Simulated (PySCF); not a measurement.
Cartesian coordinates in Å; atom numbers follow the order of the lines, from 1:
```xyz
24

C    -3.7021   -0.6572    0.2641
C    -2.8633    0.5121   -0.2464
C    -1.3837    0.2704   -0.1077
C    -0.6435   -0.3196   -1.1379
C     0.7147   -0.5879   -0.9864
C     1.3856   -0.2797    0.2019
C     2.8651   -0.5179    0.3473
C     3.7021    0.6673   -0.1284
C     0.6452    0.3103    1.2321
C    -0.7128    0.5787    1.0807
H    -3.5019   -0.8515    1.3290
H    -4.7788   -0.4573    0.1513
H    -3.4675   -1.5810   -0.2870
H    -3.1040    0.7038   -1.3046
H    -3.1367    1.4277    0.3032
H    -1.1419   -0.5729   -2.0783
H     1.2682   -1.0491   -1.8097
H     3.0986   -0.7334    1.4027
H     3.1470   -1.4189   -0.2215
H     4.7790    0.4686   -0.0149
H     3.4611    1.5758    0.4448
H     3.5066    0.8879   -1.1891
H     1.1434    0.5634    2.1726
H    -1.2662    1.0400    1.9041
```

[PySCF 2.14.0 with density-fitted response routines: PBE0-D3(BJ)/def2-SVP structure; σ from GIAO-PBE/pcSseg-1; relativity neglected; one conformer; one averaged value for each set of equivalent atoms; no solvent]

Chemical shifts δ = σref − σ; 13C (σref 180.03), 1H (σref 31.20) vs TMS, all at this level.

```json
{"atoms": "H16/H17/H23/H24", "nucleus": "1H", "count": "4", "δ (ppm)": "7.13"}
{"atoms": "C1/C8", "nucleus": "13C", "count": "2", "δ (ppm)": "?"}
{"atoms": "H14/H15/H18/H19", "nucleus": "1H", "count": "4", "δ (ppm)": "?"}
{"atoms": "C2/C7", "nucleus": "13C", "count": "2", "δ (ppm)": "35.1"}
{"atoms": "H11/H12/H13/H20/H21/H22", "nucleus": "1H", "count": "6", "δ (ppm)": "1.11"}
{"atoms": "C4/C5/C9/C10", "nucleus": "13C", "count": "4", "δ (ppm)": "131.7"}
{"atoms": "C3/C6", "nucleus": "13C", "count": "2", "δ (ppm)": "146.0"}
```

Q: Fill in the missing shifts.

A: 
- C1/C8: 21.7 ppm, methyl carbon; aliphatic region, no heteroatom directly attached
- H14/H15/H18/H19: 2.48 ppm, hydrogen on an sp3 CH2 on an aromatic ring; benzylic-type position, deshielded by the ring

Shifts are as computed. Against solution values, carbons near 30 ppm lie about +2 ppm off and those near 130 ppm about +2 ppm. Of 1211 compounds with measured shifts, 218 miss one by over three times the rms of a fit or turn the order of signals round; such compounds aren't used in these exercises.
